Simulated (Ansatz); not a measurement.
An input meant for the cluster Mo3N3 (charge 0, doublet; atoms displaced at random, 0.03 Å in each coordinate).

```yaml
crystal:
  periodic: [false, false, false]
  atoms:
    - {symbol: Mo, position_ang: [0.606459, -1.311138, -0.323569]}
    - {symbol: Mo, position_ang: [-1.745869, 0.101603, -0.139894]}
    - {symbol: Mo, position_ang: [0.958575, 1.354804, -0.159420]}
    - {symbol: N, position_ang: [-1.126003, -1.583586, 0.232645]}
    - {symbol: N, position_ang: [-0.880232, 1.572596, 0.269353]}
    - {symbol: N, position_ang: [2.003047, -0.154664, 0.020272]}
basis:
  gaussian: {orbitals: def2-TZVP}
magnetization: {spin_polarized: true, initial_magnetization: 1}
hamiltonian: {xc: {name: HF}}
correlation: {active_space: {window: {electrons: 6, orbitals: 2}}}
scf: {omitted_lower_state_checks: [starts]}
output: {forces: true}
```

```sh
$ ansatz run in.yaml --threads 4 --pin off --events-out ev --progress --plain --max-ram 4787MiB
```

Output, abridged:

```
Error: invalid value for `correlation.active_space`: it starts from restricted Hartree–Fock orbitals; set hamiltonian.xc: hf without magnetization.spin_polarized
```

In the def2 sets Mo takes a core potential; there is no spin–orbit coupling.
